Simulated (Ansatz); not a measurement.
Stepwise reaction of `[NH2][Y]([F])[F]` with water, as a gas-phase model of exchange steps in deposition or etching. ΔE in kJ/mol; ΔG adds harmonic PBE0-D4 terms to CCSD(T)/CBS, at 1 bar.

Computed with Ansatz on PBE0-D4/def2-TZVP structures; ΔE is electronic, products minus reactants. CCSD(T)/CBS adds triple-zeta CCSD(T) − MP2 to the extrapolated MP2 energy (def2 sets, frozen cores). This one scheme is used for every species. Functionals use def2-TZVPP. B3LYP here is the variant with VWN-RPA as its local correlation; programs differ in this. Elements past krypton have def2 core potentials. For Y outer-core shells are correlated without core-valence functions, which leaves a few kJ/mol of doubt a bond. One conformer a species, not always the lowest.

| step | reaction | PBE-D4 | B3LYP-D4 | ωB97M-V | CCSD(T)/CBS | ΔG(400 K) |
| --- | --- | --- | --- | --- | --- | --- |
| 2 | `[NH2][Y]([OH])[F]` + H₂O → `[NH2][Y]([OH])[OH]` + H–F | 63.2 | 62.0 | 60.1 | 56.4 | 58.1 |

Task: Give the row of step 1, `[NH2][Y]([F])[F]` + H₂O → `[NH2][Y]([OH])[F]` + H–F. (An estimate is asked.)

Result: Ansatz gave: 
| step | reaction | PBE-D4 | B3LYP-D4 | ωB97M-V | CCSD(T)/CBS | ΔG(400 K) |
| --- | --- | --- | --- | --- | --- | --- |
| 1 | `[NH2][Y]([F])[F]` + H₂O → `[NH2][Y]([OH])[F]` + H–F | 61.3 | 59.7 | 57.9 | 54.6 | 51.7 |

Task: By hand: ΔE of the 2 steps together at CCSD(T)/CBS.

Result: (54.6) + (56.4) = 111.0 kJ/mol, or 55.5 kJ/mol a step.

In ΔE the steps differ by no more than 1.8 kJ/mol. All are uphill at CCSD(T)/CBS. ΔG lies between 51.7 and 58.1 kJ/mol a step. PBE-D4 differs from CCSD(T)/CBS by 6.7 to 6.8 kJ/mol a step. Isolated molecules leave out the surface, adducts and barriers. Largest T1 diagnostic: 0.014.
